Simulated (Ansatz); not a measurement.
Consider the ligand exchange at the Si–C bond: `[SiH3]C1=C[SiH2]O1` + `[NH2][Mg][OH]` → `[NH2][Mg][O][SiH3]` + `C1=C[SiH2]O1`.

Computed with Ansatz on PBE0-D4/def2-TZVP structures; ΔE is electronic, products minus reactants. CCSD(T)/CBS is the MP2 limit (def2-TZVPP, def2-QZVPP) plus CCSD(T) − MP2 in def2-TZVPP, frozen cores. Functionals use def2-TZVPP. For Mg outer-core shells are correlated without core-valence functions, which leaves a few kJ/mol of doubt a bond. Each species was taken in one conformer, which may not be the lowest.

**Question.** Is it downhill or uphill in electronic energy at CCSD(T)/CBS, and by how much? (An estimate is asked.)

**Answer.** The calculation gave: Downhill: ΔE = -123.4 kJ/mol.

**Question.** What do these levels give: LDA (SPW92), ωB97M-V, PBE-QIDH, PBE, BLYP, LC-ωPBE, CCSD/def2-SVP, MP2/def2-TZVPP, SCS-MP2/def2-TZVPP, CCSD/def2-TZVPP, CCSD(T)/def2-TZVPP, CCSD/CBS(def2)? (An estimate is asked.)

**Answer.** The calculation gave: LDA (SPW92) -109.6, ωB97M-V -121.1, PBE-QIDH -124.5, PBE -110.7, BLYP -118.9, LC-ωPBE -121.5, CCSD/def2-SVP -124.3, MP2/def2-TZVPP -123.9, SCS-MP2/def2-TZVPP -128.2, CCSD/def2-TZVPP -127.7, CCSD(T)/def2-TZVPP -124.2, CCSD/CBS(def2) -126.9 kJ/mol.

Largest T1 diagnostic among the species: 0.014.

From BLYP to BHLYP (50 % exact exchange), in def2-TZVPP and without D4, ΔE moves by −14.7 kJ/mol. The D4 term adds +5.7 kJ/mol with B3LYP and +3.2 kJ/mol with PBE0; it sums over pairs of atoms, weighted by their polarisabilities, and B3LYP, whose exchange is more repulsive, gets the larger term.

B3LYP here is the variant with VWN-RPA as its local correlation; programs differ in this.
